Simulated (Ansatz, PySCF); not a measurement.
Molecule: CBr₂, net charge 0, singlet state. 
Coordinates optimised at B3LYP-D3(BJ)/def2-TZVP (Ansatz, a first-principles code):
```
C
Br 1 1.8989
Br 1 1.8989 2 110.45
```
Charge 0, spin multiplicity 1.

Total electronic energies in hartree. Valence correlation only, unless marked. No spin-orbit coupling. The frozen core is the preceding noble-gas configuration, with the filled d and f shells of earlier blocks. No relativistic terms. CBS marks a two-point X^-3 extrapolation of the correlation energy; Hartree-Fock from the larger set.

The Hartree-Fock reference is unstable (checked in the largest basis), which strains HF and MP2. The T1 diagnostic of CCSD in the largest basis is 0.025, which is high, so the coupled-cluster rows are less sure than usual.

```csv
level,program,energy (Eh)
HF/6-31G,Ansatz,-5181.81063
RI-HF/cc-pVQZ,Ansatz,-5182.69298
BLYP/def2-TZVPD,PySCF,-5186.37023
B3LYP/def2-TZVPD,Ansatz,(withheld)
PBE0-D3(BJ)/def2-TZVPD,Ansatz + dftd3,-5185.67658
PW6B95-D4/def2-TZVPD,PySCF + dftd4,(withheld)
HSE06-D4/def2-TZVPD,Ansatz + dftd4,-5185.68395
SCS-MP2/cc-pVDZ,Ansatz,-5182.85785
"CCSD(T)/CBS(cc-pVTZ,cc-pVQZ)",Ansatz,-5183.2937
```

Fill in the missing entries.


- B3LYP/def2-TZVPD, energy (Eh): -5186.37404
- PW6B95-D4/def2-TZVPD, energy (Eh): -5188.63130
